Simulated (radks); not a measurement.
Problem. Radial electron density D(r) = 4 pi r^2 rho(r) of an atom or ion with 10 electrons. All-electron calculation, scalar-relativistic Kohn-Sham, PBEsol, spin-polarised, spherical densities, finite nucleus; Fermi nuclear charge, rms radius of each element as measured or else 0.836 A^(1/3) + 0.57 fm. Program: a radial shooting solver on a logarithmic mesh with Libxc functionals.

```
   r/bohr * D(r) (the largest magnitude, 57.8, reaches the edge; | marks zero)
 0.002346 |   *
 0.002842 |    *
 0.003444 |      *
 0.004173 |        *
 0.005056 |           *
 0.006127 |               *
 0.007423 |                    *
 0.008995 |                         *
   0.0109 |                               *
  0.01321 |                                     *
    0.016 |                                           *
  0.01939 |                                               *
  0.02349 |                                                 *
  0.02869 |                                                *
  0.03477 |                                             *
  0.04212 |                                         *
  0.05104 |                                       *
  0.06185 |                                        *
  0.07494 |                                             *
   0.0908 |                                                   *
     0.11 |                                                      *
   0.1333 |                                                 *
   0.1615 |                                      *
   0.1957 |                       *
   0.2371 |          *
   0.2873 |   *
   0.3482 |*
   0.4218 *
   0.5111 *
```

What is the nuclear charge?

Solution. Z = 42. The innermost maximum, from 1s, lies near gamma/Z bohr with gamma = sqrt(1 - (Z/c)^2) = 0.952, here 0.0227 bohr (found: 0.0245), and its height grows with Z. The density is that of the molybdenum ion Mo32+ in [Ne]; the configuration itself is not fixed sharply by these data, and Z only to a few units. D(r) has 2 maxima, at r = 0.0245, 0.108 bohr, and minima at 0.0527 bohr, inside which lie 2.10 electrons.
